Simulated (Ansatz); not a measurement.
`F[SiH2]N[SiH2][SiH3]` and `BN[SiH2]F` differ in one atom or group.

Ansatz, PBE0-D4/def2-TZVP geometries, multiplicity 1. Each molecule was computed in one conformer, which needn't be the lowest.

```csv
property,`F[SiH2]N[SiH2][SiH3]`
HOMO–LUMO gap (B3LYP/def2-TZVPP) / eV,6.86
size of the dipole moment (ωB97M-V/def2-TZVPP) / D,1.64
HOMO energy (PBE0/def2-TZVPP) / eV,-7.63
HOMO energy (ωB97M-V/def2-TZVPP) / eV,-9.74
HOMO–LUMO gap (PBE0/def2-TZVPP) / eV,7.24
HOMO energy (B3LYP/def2-TZVPP) / eV,-7.42
```

Task: What does the change do to each property? (Best estimate.)

Result: The calculation gave: 
| property | `BN[SiH2]F` | shift |
| --- | --- | --- |
| HOMO–LUMO gap (B3LYP/def2-TZVPP) / eV | 8.21 | 1.35 |
| size of the dipole moment (ωB97M-V/def2-TZVPP) / D | 1.55 | -0.09 |
| HOMO energy (PBE0/def2-TZVPP) / eV | -9.12 | -1.49 |
| HOMO energy (ωB97M-V/def2-TZVPP) / eV | -11.44 | -1.70 |
| HOMO–LUMO gap (PBE0/def2-TZVPP) / eV | 8.62 | 1.38 |
| HOMO energy (B3LYP/def2-TZVPP) / eV | -8.93 | -1.51 |

With PBE0 the HOMO falls by 1.49 eV and the LUMO falls by 0.11 eV, so the gap widens by about 1.38 eV. PBE moves the HOMO by -1.26 eV and ωB97M-V by -1.70 eV. Dipoles are sizes alone; their direction can turn.

B3LYP here is the variant with VWN-RPA as its local correlation; programs differ in this.
